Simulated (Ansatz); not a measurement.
`[CH3][Ga]([CH3])[NH2]` → `[CH2]` (triplet) + `[CH3][GaH][NH2]` at 600 K and 1 bar (formal loss of a carbene).

Calculated with Ansatz (gas phase, PBE0-D4/def2-TZVP geometries, no zero-point term in ΔE). CCSD(T)/CBS is the MP2 limit (def2-TZVPP, def2-QZVPP) plus CCSD(T) − MP2 in def2-TZVPP, frozen cores. This one scheme is used for every species. Triplets are unrestricted, without spin–orbit coupling. For Ga outer-core shells are correlated without core-valence functions, which leaves a few kJ/mol of doubt a bond. Scalar relativity is left out up to krypton. Each species was taken in one conformer, which may not be the lowest.

| species | CCSD(T)/CBS energy (Eh) | H − E (kJ/mol) | S (J/(mol·K)) |
| --- | --- | --- | --- |
| `[CH3][Ga]([CH3])[NH2]` | -2059.60461 | 322.6 | 468.4 |
| `[CH2]` (triplet) | -39.09499 | 66.5 | 220.8 |
| `[CH3][GaH][NH2]` | -2020.32995 | 230.7 | 398.0 |

H − E and S are ideal-gas, rigid-rotor, harmonic terms from PBE0-D4/def2-TZVP, for one conformer and one mirror image of each species, with the whole ground term of open shells counted as degenerate. 1 Eh = 2625.50 kJ/mol, R = 8.31446 J/(mol·K).

Problem. By hand: ΔE, ΔH, ΔS and ΔG.

Solution. ΔE = (-39.09499) + (-2020.32995) − (-2059.60461) = 0.17967 Eh = 471.7 kJ/mol. Δ(H − E) = 66.5 + 230.7 − 322.6 = -25.4, so ΔH = 446.3 kJ/mol. ΔS = 220.8 + 398.0 − 468.4 = 150.4 J/(mol·K). ΔG = 446.3 − 600 × (150.4)/1000 = 356.1 kJ/mol.

Problem. By hand: the equilibrium constant, and the temperature at which ΔG would vanish if ΔH and ΔS stayed fixed.

Solution. log₁₀ K = −ΔG/(RT ln 10) = -31.0. ΔG = 0 at ΔH/ΔS = 2967 K, far beyond where these terms or the molecules hold.

The number of gas molecules changes by +1, which sets the sign of ΔS. A doubt of 5 kJ/mol in ΔE shifts log₁₀ K by 0.4 here. Other conformers and mirror images would add mixing entropy, several J/(mol·K) or more a flexible species. Modes under 60 cm⁻¹, often nearly free rotors, make the harmonic entropy too high. A triplet takes part, so the spin changes. These are equilibria of isolated gas molecules and say nothing of rates. Largest T1 diagnostic: 0.013 (customary marks: 0.02 for closed shells, 0.045 for open ones).
